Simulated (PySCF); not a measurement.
PBE on W (tungsten, neutral), [Xe] 4f14 5d3 6s2 6p1, one real determinant (an excited configuration). All numbers are calculated (PySCF 2.14, a scalar-relativistic core potential, in aug-cc-pwCVTZ-PP with ECP60MDF (8s8p7d4f3g, 122 functions)).

```
cycle= 1 E= -67.132502454184  delta_E= 0.00932  |g|= 0.163  |ddm|= 1.07
cycle= 2 E= -67.1124211558836  delta_E= 0.0201  |g|= 0.268  |ddm|= 1.12
cycle= 3 E= -67.1623132525693  delta_E= -0.0499  |g|= 0.0478  |ddm|= 0.504
cycle= 4 E= -67.1648178041421  delta_E= -0.0025  |g|= 0.0254  |ddm|= 0.254
cycle= 5 E= -67.1650115219933  delta_E= -0.000194  |g|= 0.00874  |ddm|= 0.0696
cycle= 6 E= -67.1651088220111  delta_E= -9.73e-05  |g|= 0.00262  |ddm|= 0.0536
cycle= 7 E= -67.1651133222794  delta_E= -4.5e-06  |g|= 0.000398  |ddm|= 0.00705
cycle= 8 E= -67.1651134522158  delta_E= -1.3e-07  |g|= 0.000137  |ddm|= 0.00129
cycle= 9 E= -67.1651134702221  delta_E= -1.8e-08  |g|= 4.34e-06  |ddm|= 0.000734
cycle= 10 E= -67.1651134702385  delta_E= -1.64e-11  |g|= 1.62e-06  |ddm|= 2.68e-05
converged SCF energy = -67.1651134702385  <S^2> = 6.6397826  2S+1 = 5.2496791
```

Highest occupied orbital energy: -2.679 eV; ⟨L²⟩ = 15.71; populations by l: s 3.56, p 7.00, d 3.44, f 0.00.

Q: Can this result be used?

A: Not for this state. The calculation finished and met its thresholds. ⟨L²⟩ = 15.71 against 20 for a pure G term, so this real determinant mixes terms. Energies and moments cover only the electrons outside the core potential. Spin-orbit coupling, absent here, splits the open shell strongly. ⟨S²⟩ = 6.64 against 6.00 shows spin contamination. The s, p, d and f populations moved away from the nominal configuration during the SCF.
